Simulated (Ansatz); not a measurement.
Reaction: BSiH3F (SMILES FB[SiH2], doublet) → BSiH3F (SMILES F[B][SiH3], doublet)
Each species at its own B3LYP-D3(BJ)/def2-TZVP minimum (Ansatz, a first-principles code).

Total energies in hartree (Ansatz). Open shells are spin-unrestricted; no spin-orbit coupling. Correlated methods leave the cores frozen. No relativity.

```tsv
species	HF/cc-pV(T+d)Z	CCSD(T)/cc-pV(T+d)Z	HF/cc-pV(Q+d)Z	CCSD(T)/cc-pV(Q+d)Z	CCSD(T)/cc-pV(D+d)Z	CCSDT(Q)/cc-pV(D+d)Z
1: BSiH3F (SMILES FB[SiH2], doublet)	-414.86140	-415.36462	-414.87455	-415.41311	-415.20403	-415.20586
2: BSiH3F (SMILES F[B][SiH3], doublet)	-414.84266	-415.33858	-414.85636	-415.38759	-415.17756	-415.17937
```

Work out the isomerisation energy (electronic) in kcal/mol: take Hartree-Fock from cc-pV(Q+d)Z, extrapolate the CCSD(T) correlation energy as X^-3 (X = 3, 4), and add CCSDT(Q) - CCSD(T) in cc-pV(D+d)Z. 1 hartree = 627.51 kcal/mol.


Species 1: correlation (64·(-0.53856) - 27·(-0.50322))/37 = -0.56435; step -0.00183; E1 = -414.87455 + (-0.56435) + (-0.00183) = -415.44073
Species 2: correlation (64·(-0.53123) - 27·(-0.49592))/37 = -0.55700; step -0.00181; E2 = -414.85636 + (-0.55700) + (-0.00181) = -415.41517
-1·E1 +1·E2 = 0.02556 hartree = 16.0 kcal/mol.
